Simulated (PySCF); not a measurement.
PySCF input:

```python
from pyscf import gto, scf, dft

mol = gto.M(
    atom='''
    Si    1.11609041   -0.54084933   -0.01174529
    Si   -0.97938714    0.38169700    0.01853758
    H     1.69172456    0.86455427    0.10069178
    H    -1.37976950    1.79192216   -0.23800389
    H    -2.22580076   -0.42834370    0.04222016
    ''',
    basis='def2-tzvpd',
    charge=0,
    spin=1,
    verbose=4,
)

mf = dft.UKS(mol, xc='m062x').density_fit(auxbasis='def2-universal-jkfit')
mf.grids.level = 4
mf.conv_tol = 1e-9
mf.max_cycle = 100
mf.max_memory = 1500
mf.kernel()
if not mf.converged:
    mf = mf.newton()
    mf.kernel(mf.make_rdm1())
for _ in range(2):
    mo, _, stable, _ = mf.stability(return_status=True)
    if stable:
        break
    mf.kernel(mf.make_rdm1(mo, mf.mo_occ))
mf.analyze()
```

### Question
Which total energy does the run end on?

### Answer
-580.65188 Eh (M06-2X/def2-TZVPD).

It need not be the lowest isomer of its formula.
